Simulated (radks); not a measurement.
The mean radii <r> (bohr) of the occupied orbitals of an atom or ion are listed with their occupations. Method: scalar-relativistic Kohn-Sham, PBE, spin-unpolarised, spherical densities, point nucleus; computed with a radial shooting solver on a logarithmic mesh with Libxc functionals.

orbital  occ.      <r>
1s          2  0.03254
2s          2   0.1359
2p          3   0.1173

Name the element and its charge.

Answer. Z = 45, rhodium, charge +38: Rh38+ in [He] 2s2 2p3. The 1s radius gives Z: for a bare nucleus <r> = (2 gamma + 1)/(2Z) with gamma = sqrt(1 - (Z/c)^2), 0.0321 bohr for Z = 45, and screening makes it slightly larger (0.03254 here). The occupations add up to 7, and the charge is Z minus that.
